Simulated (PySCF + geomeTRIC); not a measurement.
Species: C$_{2}$H$_{7}$Si, SMILES `CC[SiH2]` (charge 0, multiplicity 2).

Question: Give a relaxed geometry from PBE0-D4/def2-TZVP (PySCF + geomeTRIC).

Answer: Several could match; the one computed here: the end point of this relaxation, one of several conformers (outside a Z-matrix the atoms follow the SMILES, hydrogens last).
Z-matrix (Å, degrees):
```
C
H 1 1.0945
H 1 1.0945 2 106.17
C 1 1.5288 2 110.46 3 -119.78
H 4 1.0926 1 111.41 2 -61.32
H 4 1.0926 5 107.43 1 122.29
H 4 1.0940 5 107.59 6 115.58
Si 1 1.8818 2 108.22 3 115.99
H 8 1.4922 1 111.36 2 61.66
H 8 1.4922 9 109.03 1 -123.26
```
